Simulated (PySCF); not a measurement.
A side-by-side comparison of computed properties.

First species: C₄H₄F₃NO.
SMILES: `[H]/N=C\C(=O)CC(F)(F)F`

Second species: C₂H₄ClF₃Si.
Atom-mapped SMILES: `[CH3:1][Si@:2]([F:3])([Cl:4])[CH:5]([F:6])[F:7]` (hydrogens: H8, H9, H10 on C1; H11 on C5)

Levels: wB97X-D/def2-SVPD for dipole moment, HOMO energy, LUMO energy, HOMO–LUMO gap, static isotropic polarisability and electronic spatial extent ⟨r²⟩ about the centre of nuclear charge; TDDFT wB97X-D/def2-SVPD for lowest singlet excitation; TDA wB97X-D/def2-SVPD for lowest triplet excitation (Tamm–Dancoff); GFN2-xTB for rotational constant A and rotational constant C. Geometries: GFN2-xTB. All species are isolated and taken at one optimised geometry, non-relativistic unless stated; the electronic structure was computed with PySCF and density fitting.

The conformers computed, where there is a choice (atom-mapped SMILES and torsion angles):
- `[H]/[N:1]=[CH:2]\[C:3](=[O:4])[CH2:5][C:6]([F:7])([F:8])[F:9]`: N1–C2–C3–O4 -4°, C2–C3–C5–C6 -71°, C3–C5–C6–F7 -173°
- `[CH3:1][Si@:2]([F:3])([Cl:4])[CH:5]([F:6])[F:7]`: C1–Si2–C5–F6 -38°

Values for the first species:

| Quantity | Value |
| --- | --- |
| Dipole moment | 2.43 D |
| HOMO energy | -9.97 eV |
| LUMO energy | -1.05 eV |
| HOMO–LUMO gap | 8.92 eV |
| Lowest singlet excitation | 3.38 eV |
| Lowest triplet excitation (Tamm–Dancoff) | 2.81 eV |
| Static isotropic polarisability | 59.8 au |
| Electronic spatial extent ⟨r²⟩ about the centre of nuclear charge | 1196 bohr² |
| Rotational constant A | 3.062 GHz |
| Rotational constant C | 0.936 GHz |

Q: Estimate the same properties for the second species, and the change in each.

A: 
| property | first | second | second less first |
| --- | --- | --- | --- |
| dipole moment | 2.43 D | 1.40 D | -1.03 D |
| HOMO energy | -9.97 eV | -10.69 eV | -0.72 eV |
| LUMO energy | -1.05 eV | 1.78 eV | +2.83 eV |
| HOMO–LUMO gap | 8.92 eV | 12.47 eV | +3.55 eV |
| lowest singlet excitation | 3.38 eV | 7.74 eV | +4.36 eV |
| lowest triplet excitation (Tamm–Dancoff) | 2.81 eV | 7.17 eV | +4.36 eV |
| static isotropic polarisability | 59.8 au | 62.6 au | +2.8 au |
| electronic spatial extent ⟨r²⟩ about the centre of nuclear charge | 1196 bohr² | 1102 bohr² | -94 bohr² |
| rotational constant A | 3.062 GHz | 2.126 GHz | -0.936 GHz |
| rotational constant C | 0.936 GHz | 1.092 GHz | +0.156 GHz |

On the first: A dipole of 2.43 D is allowed in C1, and pure rotational transitions are dipole-allowed. No computed singlet falls in the visible range (750 to 380 nm, 1.65 to 3.26 eV); S1 lies 0.12 eV above its blue end.

On the second: A dipole of 1.40 D is allowed in C1, and pure rotational transitions are dipole-allowed. The vertical singlet–triplet gap S1 − T1 is 0.57 eV (TDDFT singlet less Tamm–Dancoff triplet; S1: HOMO→LUMO+1, weight 0.60, beside HOMO→LUMO, weight 0.32; T1: HOMO→LUMO+1, weight 0.55, beside HOMO→LUMO, weight 0.32).
